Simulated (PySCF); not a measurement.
**Gas-phase thermal properties of CsF**

Computed with PySCF (xtb for GFN2) and rigid-rotor harmonic-oscillator thermochemistry at 1 bar. The comparison is the NASA 1993 polynomial table, which mixes measured and estimated data. All species are closed-shell singlets. Cs: scalar-relativistic def2 core potential, no spin-orbit coupling. The harmonic model lacks anharmonicity and excited electronic states, which grow with temperature; levels with a mode under 35 cm⁻¹ are left out. The table's entry may be an old estimate for CsF (not checked at source).

```tsv
level	point group	σ	ZPE (kJ/mol)	S°298 (J/mol/K)	Cp298 (J/mol/K)	S°1000 (J/mol/K)	H1000 − H298 (kJ/mol)
table	-	-	-	243.2	35.9	288.0	26.1
GFN2-xTB	C∞v	1	1.2	246.9	36.8	291.9	26.1
PBE/def2-SVP	C∞v	1	2.2	243.2	35.5	287.6	25.8
PBE0/def2-TZVP	C∞v	1	2.2	243.1	35.6	287.5	25.8
```
σ: rotational symmetry number. Electronic degeneracy used: 1. Frequencies are unscaled.
